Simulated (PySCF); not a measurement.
# Hartree-Fock beside MP2: BGeH4N

These are calculations, not measurements. They come from PySCF 2.14.0, an open-source quantum chemistry program, on an isolated molecule that a program drew, which may never have been made. The molecule is BGeH4N (charge 0, singlet), drawn as the SMILES string `B[N]=[GeH2]`.

The geometry was optimised and harmonic frequencies were computed with HF and MP2, all in the cc-pVDZ basis, for the commonest isotopes, with a restricted reference for singlets and an unrestricted one otherwise, and a frozen core in MP2. Germanium has the cc-pVDZ-PP basis, with a core potential (ECP10MDF) in place of its 10 inner electrons, and its 3s, 3p and 3d shells are frozen in MP2. Each result is a local minimum of its method.

Geometry at the HF minimum:
```xyz
7
BGeH4N, angstrom
B     0.7778   -1.0480    0.9012
N    -0.3427   -0.3479    0.5063
Ge   -1.6887    0.4858    0.0400
H     1.4956   -0.6113    1.7692
H     1.0518   -2.1040    0.3821
H    -1.6542    1.5130   -1.0763
H    -3.0386    0.2738    0.6999
```

Lengths of the bonds as drawn, in Å (atoms numbered as above):
| bond | HF | MP2 |
|---|---|---|
| B1-N2 | 1.379 | 1.390 |
| N2-Ge3 | 1.650 | 1.701 |
| B1-H4 | 1.208 | 1.212 |
| B1-H5 | 1.208 | 1.212 |
| Ge3-H6 | 1.517 | 1.524 |
| Ge3-H7 | 1.517 | 1.524 |

Rotational constants, in GHz:
```
constant     HF    MP2
       A  91.53   88.9
       B  3.833  3.684
       C    3.8  3.653
```

Harmonic frequencies in cm^-1, each column in rising order, so a row needn't be the same motion in every method:
| rank | HF | MP2 |
|---|---|---|
| 1 | 86 | 86 |
| 2 | 171 | 135 |
| 3 | 471 | 468 |
| 4 | 596 | 512 |
| 5 | 669 | 616 |
| 6 | 723 | 645 |
| 7 | 949 | 887 |
| 8 | 979 | 909 |
| 9 | 1081 | ? |
| 10 | 1296 | 1211 |
| 11 | 1587 | 1492 |
| 12 | 2284 | 2236 |
| 13 | 2301 | 2239 |
| 14 | 2612 | 2586 |
| 15 | 2661 | 2662 |

**Estimate the missing MP2 frequency from the HF column.**

A single factor s that minimises the squared misfit of MP2 against s times HF over the other rows is sum(HF x MP2) / sum(HF^2) = 0.9733, with an rms misfit of 43 cm^-1. For rank 9 it gives 0.9733 x 1081 = 1052 cm^-1. The calculation gives 997 cm^-1, 55 cm^-1 below the estimate. The drawn bonds are on average 0.9 % longer in MP2 than in HF.
